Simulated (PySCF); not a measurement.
# EuH₂: BP86 against PBE0

Base calculation in PySCF with density fitting and no spin–orbit coupling, BP86/def2-TZVP (scalar-relativistic core potentials): octet, C2v, Eu–H 2.111 Å (×2); H–Eu–H 110.7°; wavenumbers 436, 1203, 1232 cm⁻¹; dipole moment 5.98 D, polar-tensor charge of Eu 1.06 e.

**Question.** What changes on going to PBE0/def2-TZVP (scalar-relativistic core potentials)?

**Answer.** The point group stays the same. Changes: mean bond to Eu +0.017 Å, smallest bond angle +4.5 degrees, highest wavenumber +23 cm⁻¹, lowest wavenumber -30 cm⁻¹, dipole moment +0.37 D, polar-tensor charge of Eu +0.12 e. The new structure has Eu–H 2.128 Å (×2); H–Eu–H 115.2°, with wavenumbers 406, 1207, 1255 cm⁻¹.

Open d or f shells are single determinants, so the state found may not be the ground state. Only the bonding shown was studied: isomers, or loss of a ligand pair, can lie lower.
